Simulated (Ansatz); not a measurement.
C$_{3}$H$_{8}$Cl$_{3}$GeN (`CC(C)[NH][Ge]([Cl])([Cl])[Cl]`). Charge 0, multiplicity 1.

```
atom    x (Å)    y (Å)    z (Å)
  C1   0.1201   1.5173   1.2554
  C2  -0.1251   0.1889   0.5596
  C3  -1.6104  -0.1129   0.4297
  N4   0.5639   0.1903  -0.7301
 Ge5   1.2540  -1.2944  -1.4580
 Cl6   2.6947  -2.1085  -0.1205
 Cl7  -0.1249  -2.8872  -1.8642
 Cl8   2.1575  -0.7489  -3.3027
  H9  -0.3472   1.5299   2.2427
 H10   1.1890   1.7019   1.3693
 H11  -0.3085   2.3386   0.6725
 H12   0.3416  -0.5996   1.1612
 H13  -1.7777  -1.0775  -0.0527
 H14  -2.1043   0.6581  -0.1702
 H15  -2.0917  -0.1308   1.4104
 H16   0.1690   0.8348  -1.4026
```

(1) What are the harmonic wavenumbers in cm⁻¹ at PBE0-D4/def2-TZVP (Ansatz, finite differences of forces, unscaled)? (Best estimate.)

(2) Is this a minimum?

(3) Give the ideal-gas thermochemistry at 298.15 K and 1 bar (rigid rotor, harmonic oscillator; point group C1, symmetry number 1).

(4) And at 400, 500, 600, 800 and 1000 K?

## Answers

(1) The calculation gave: 22, 56, 78, 127, 142, 165, 185, 231, 240, 266, 328, 389, 402, 430, 440, 455, 490, 749, 875, 929, 949, 1014, 1150, 1160, 1193, 1312, 1347, 1394, 1412, 1432, 1474, 1477, 1494, 1498, 3041, 3043, 3051, 3114, 3122, 3138, 3144, 3580.

(2) Yes, all 42 modes are real.

(3) Zero-point energy 302.3 kJ/mol; H(298) − E = 335.8 kJ/mol; entropy 466.8 J/(mol·K), of which translation 177.1, rotation 130.0, vibration 159.7; G(298) − E = 196.6 kJ/mol. Modes under 100 cm⁻¹ are hindered rotations or soft bends, so the harmonic entropy is rough.

(4) 
| T (K) | H − E (kJ/mol) | S (J/mol/K) | G − E (kJ/mol) |
| --- | --- | --- | --- |
| 400 | 354.7 | 521.1 | 146.2 |
| 500 | 375.9 | 568.2 | 91.7 |
| 600 | 399.2 | 610.8 | 32.7 |
| 800 | 451.2 | 685.3 | -97.1 |
| 1000 | 508.4 | 749.0 | -240.7 |
